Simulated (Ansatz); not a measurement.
Geometry optimisation, RKS PBE/def2-SVP in Ansatz.

input.yaml

```yaml
crystal:
  periodic: [false, false, false]
  atoms:
    - { symbol: Ge, position_ang: [-0.491024, -3.1e-05, -0.482325] }
    - { symbol: H, position_ang: [0.124178, -0.001172, 2.211786] }
    - { symbol: F, position_ang: [1.083385, 0.000363, 0.288706] }
    - { symbol: H, position_ang: [-0.595, 1.337156, -1.241742] }
    - { symbol: H, position_ang: [-0.594921, -1.33725, -1.241719] }
    - { symbol: F, position_ang: [-1.738661, -8.2e-05, 0.693039] }
    - { symbol: H, position_ang: [-0.551656, 0.001017, 2.462154] }
basis:
  gaussian: { orbitals: def2-SVP }
hamiltonian:
  xc: pbe
relax:
  f_tol: 0.03
  max_steps: 50
```

Launched with:

```bash
$ ansatz run input.yaml --threads 1 --pin off --max-ram 2048MiB --backend cpu --events-out ev --progress --plain --runs-dir out
```

Problem. Where does it end, and by what steps?

Solution. The forces met the threshold. The force dipped under the threshold on the way, but the program's further checks kept it going. After 21 steps the energy has fallen by 0.297 eV; H7 moved furthest, 1.39 Å.

```csv
step,energy less start (eV),largest force component (eV/Å),accepted
0,0.0000,1.773,yes
1,-0.1801,0.438,yes
2,-0.2444,0.112,yes
3,-0.2674,0.041,yes
4,-0.2702,0.111,yes
5,-0.2735,0.147,yes
6,-0.2518,0.965,no
7,-0.2780,0.127,yes
8,-0.2761,0.513,no
9,-0.2810,0.099,yes
10,-0.2838,0.137,yes
11,-0.2873,0.075,yes
12,-0.2915,0.084,yes
13,-0.2939,0.045,yes
14,-0.2920,0.431,no
15,-0.2942,0.126,yes
16,-0.2957,0.082,yes
17,-0.2959,0.136,yes
18,-0.2963,0.058,yes
19,-0.2965,0.002,yes
20,-0.2967,0.014,yes
21,-0.2968,0.029,yes
```

```xyz
7
Properties=species:S:1:pos:R:3
Ge -0.628 0.000 -0.870
H 0.278 0.000 2.857
F 0.494 0.000 0.479
H -0.447 1.333 -1.626
H -0.447 -1.333 -1.626
F -2.219 0.000 -0.147
H 0.205 0.000 3.623
```

Whether the end is a true minimum wasn't checked by a vibrational analysis.

Time of the run: 39 s on 1 thread of Arm Neoverse V1, on a shared host, peak memory 0.14 GiB.
